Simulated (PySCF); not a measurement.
HOSi, SMILES [SiH]=O, multiplicity 2. Atoms are numbered in the order given.

```xyz
3

O      0.0825     1.0370     0.0000
Si    -0.1280    -0.4937     0.0000
H      1.1329    -1.3850     0.0000
```
Charge 0, spin multiplicity 2.

The structure is a stationary point at PBE-D3(BJ)/def2-TZVPD. The isomer is the one that the SMILES or the coordinates give; other isomers of the formula were not compared.

The numbers are results of B3LYP/pcH-1 run with PySCF, not measurements.

Unrestricted Kohn–Sham, ⟨S²⟩ = 0.756. Hyperfine tensors hold the contact and dipolar terms, without spin-orbit corrections.

Computed hyperfine couplings:
```csv
nucleus,A(iso) (MHz),A(iso) (G),dipolar principal values (MHz)
17O no. 1,-14.1,-5.0,"-100.5, 49.9, 50.6"
29Si no. 2,-571.1,-203.8,"-97.1, 38.4, 58.7"
1H no. 3,464.8,165.8,"-4.3, -1.1, 5.4"
```

**Question.** And the g tensor (effective nuclear charges for spin-orbit coupling, GIAO)? (The exact figures need the calculation; the answer reports its results.)

**Answer.** principal values 1.9924, 2.0026, 2.0074; isotropic 2.0008.
